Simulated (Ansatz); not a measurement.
CH4Mg (SMILES [CH3][MgH]) moved off its minimum; all values from Ansatz (a first-principles code), cores frozen in correlated methods.
(charge 0, multiplicity 1)
```xyz
6

Mg    -0.6856    -0.4388    -0.0263
H     -2.3608    -1.2265    -0.4589
C      1.1738     0.5474     0.1019
H      1.5609     0.3505     1.1753
H      0.9524     1.3582     0.0099
H      1.8322     0.4476    -0.8883
```

### Question
Give the forces (eV/Å), the total energy and the dipole at CCSD(T)/def2-TZVPPD.

### Answer

| atom | Fx | Fy | Fz |
|---|---|---|---|
| Mg1 | -0.982 | -0.664 | -0.592 |
| H2 | 1.049 | 0.496 | 0.375 |
| C3 | 5.042 | -16.526 | 0.951 |
| H4 | 0.255 | 0.218 | -2.149 |
| H5 | -4.721 | 17.183 | -1.143 |
| H6 | -0.643 | -0.708 | 2.559 |
Energy -239.9697 hartree, dipole 1.12 D.
